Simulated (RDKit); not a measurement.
Input file for RDKit: UFF on H5NO2Sn (SMILES [NH2][SnH]([OH])[OH]), a point of a torsion scan.

```python
from rdkit import Chem
from rdkit.Chem import AllChem, rdDetermineBonds

blocks = [
'''9

N     1.66415626   -0.58877486    0.17300450
Sn   -0.21949204   -0.05030516    0.52946519
O    -1.30053948   -0.78507463   -0.92764556
O    -0.42326611    1.86715674    0.38038121
H     2.15700975    0.09612539   -0.38964456
H     1.71902321   -1.46749570   -0.32775104
H    -0.73556632   -0.45285183    2.04572753
H    -2.23671917   -0.59539224   -0.91082262
H    -0.54836863    2.20006969   -0.50774801
''',
]
mol = None
for b in blocks:
    f = Chem.MolFromXYZBlock(b)
    rdDetermineBonds.DetermineBonds(f, charge=0)
    mol = f if mol is None else Chem.CombineMols(mol, f)
Chem.SanitizeMol(mol)
print(Chem.MolToSmiles(Chem.RemoveHs(mol)))
ff = AllChem.UFFGetMoleculeForceField(mol, vdwThresh=100.0, ignoreInterfragInteractions=False)
e = ff.CalcEnergy()
print(f'UFF energy {e:.6f} kcal/mol')
```

It printed:

```
[NH2][SnH]([OH])[OH]
UFF energy 11.975886 kcal/mol
```

The run finished.

Cost: roughly 0.010 core-seconds.
